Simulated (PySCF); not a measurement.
# How the method changes the shape and vibrations of BH3N2Si

Calculated results; nothing here was measured. They come from PySCF 2.14.0, an open-source quantum chemistry program, on an isolated molecule that a program drew, which may never have been made. The molecule is BH3N2Si (charge 0, singlet), drawn as the SMILES string `N=BN[SiH]`.

The geometry was optimised and harmonic frequencies were computed with HF and MP2, all in the cc-pV(D+d)Z basis, for the commonest isotopes, with a restricted reference for singlets and an unrestricted one otherwise, and a frozen core in MP2. Each result is a local minimum of its method.

Geometry at the HF minimum:
```xyz
7
BH3N2Si, angstrom
N    -1.8918    2.4106    2.1006
B    -0.9910    1.6386    1.7732
N     0.0502    0.7640    1.3882
Si    0.3098   -0.8913    1.8363
H    -2.6226    3.0071    2.3773
H     0.7265    1.1737    0.7678
H    -0.9155   -1.0005    2.7206
```

Lengths of the bonds as drawn, in Å (atoms numbered as above):
```
bond,HF,MP2
N1-B2,1.231,1.255
B2-N3,1.413,1.430
N3-Si4,1.734,1.750
N1-H5,0.983,0.999
N3-H6,1.005,1.021
Si4-H7,1.515,1.520
```

Rotational constants, in GHz:
| constant | HF | MP2 |
|---|---|---|
| A | 35.3 | 33.42 |
| B | 2.822 | 2.787 |
| C | 2.613 | 2.572 |

Harmonic frequencies in cm^-1, each column in rising order, so a row needn't be the same motion in every method:
| rank | HF | MP2 |
|---|---|---|
| 1 | 174 | 155 |
| 2 | 242 | 170 |
| 3 | 302 | ? |
| 4 | 472 | 364 |
| 5 | 509 | 467 |
| 6 | 545 | 484 |
| 7 | 729 | 706 |
| 8 | 741 | 726 |
| 9 | 965 | 912 |
| 10 | 1066 | 1005 |
| 11 | 1389 | 1269 |
| 12 | 2133 | 2018 |
| 13 | 2157 | 2100 |
| 14 | 3783 | 3600 |
| 15 | 4110 | 3905 |

**Estimate the missing MP2 frequency from the HF column.**

A single factor s that minimises the squared misfit of MP2 against s times HF over the other rows is sum(HF x MP2) / sum(HF^2) = 0.9495, with an rms misfit of 36 cm^-1. For rank 3 it gives 0.9495 x 302 = 287 cm^-1. The calculation gives 268 cm^-1, 19 cm^-1 below the estimate. The drawn bonds are on average 1.3 % longer in MP2 than in HF.
